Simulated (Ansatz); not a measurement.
A made-up structure of TiOF₂, singlet:

O1  (0.032, 0.516, 1.698)
Ti2  (-0.006, -0.005, -0.004)
F3  (0.916, -1.732, -0.415)
F4  (-0.941, 1.221, -1.278)
(Å)

It is relaxed with PBE-D4/def2-SVP and then PBE0-D4/def2-TZVP (Ansatz 0.2.0). Atoms count as bonded within 1.22 times the sum of their covalent radii (H–H: 0.88 Å). The end point is not checked to be a true minimum.

(1) Does its bonding change? (A judgement: the text doesn't fix the answer.)

Answers

(1) By the calculation: No: no bond forms or breaks.

Where it ends: The first stage lowers the energy by 1.61 eV in 6 steps. It ends as TiOF₂ ([O][Ti]([F])[F]):
```json
{"atom": "O1", "x (Å)": "0.0435", "y (Å)": "0.4696", "z (Å)": "1.5128"}
{"atom": "Ti2", "x (Å)": "-0.0569", "y (Å)": "-0.0340", "z (Å)": "0.0061"}
{"atom": "F3", "x (Å)": "0.8359", "y (Å)": "-1.5362", "z (Å)": "-0.3741"}
{"atom": "F4", "x (Å)": "-0.8226", "y (Å)": "1.1006", "z (Å)": "-1.1449"}
```

Labels in which every atom is bracketed show which atoms are joined, not bond orders.

For scale, one of the runs: PBE0-D4/def2-TZVP relaxation, 138 basis functions, launched by `ansatz run in.yaml --threads 2 --pin off --events-out ev --progress --plain --max-ram 4352MiB`. Hardware: 2 CPU threads of an Arm Neoverse V1, shared host. Wall time about 20 s.
